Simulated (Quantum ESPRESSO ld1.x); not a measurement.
Results of a calculation; reference values are marked as such.
Charge is removed step by step from the 2p level of P, starting from [Ne] 3s2 3p3. Level of theory: non-relativistic Kohn-Sham, PBE, spin-unpolarised, spherical densities, point nucleus (ld1.x of Quantum ESPRESSO 7.5).

removed (e)  E - E(0) (eV)  eigenvalue (eV)  E minus straight line (eV)
0                    0.000          -124.51                       0.000
0.2                 25.510          -130.63                      -2.559
0.4                 52.263          -136.94                      -3.874
0.6                 80.297          -143.43                      -3.910
0.8                 109.65          -150.09                      -2.630
1                   140.34          -156.92                       0.000

Removing the whole electron costs 140.34 eV by Delta-SCF, against 124.51 eV from minus the eigenvalue at the starting occupation. Integrating minus the eigenvalue over the occupation (Janak's theorem) gives 140.36 eV. The mean slope of the eigenvalue, de/dn, is 32.4 eV per electron.
